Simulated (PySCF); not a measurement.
# Excitation energy of Zr²⁺ by level of theory

Zr²⁺ [Kr] 4d2 (3F) → Zr²⁺ [Kr] 4d1 5p1 (high-spin determinant), as a difference of total energies. All numbers are calculated (PySCF 2.14, scalar relativity by spin-free X2C-1e, in x2c-TZVPPall). Correlated levels: valence: [Kr] frozen; valence and next inner shell: [Ar] 3d10 frozen. The calculations carry no spin-orbit coupling.

```
                                method  excitation energy (cm⁻¹)
                                   UHF                     54355
                                   LDA                     53287
                                   PBE                     53690
                                  PBE0                     54986
                                r2SCAN                     55871
                                 M06-L                     57914
                             CAM-B3LYP                     54939
                             BHandHLYP                     55246
                                  BLYP                     52841
                         MP2 (valence)                     54480
                     SCS-MP2 (valence)                     54396
    MP2 (valence and next inner shell)                     54332
SCS-MP2 (valence and next inner shell)                     54552
```

A first-order spin-orbit estimate (lowest level to lowest level, LS coupling) adds -0.050 eV.

The basis was made for the ground configuration and has no added diffuse functions, so the excitation energy can come out too high.

The determinant of the upper state mixes LS terms, which raises its energy above the lowest term, most at the Hartree-Fock and MP2 levels.
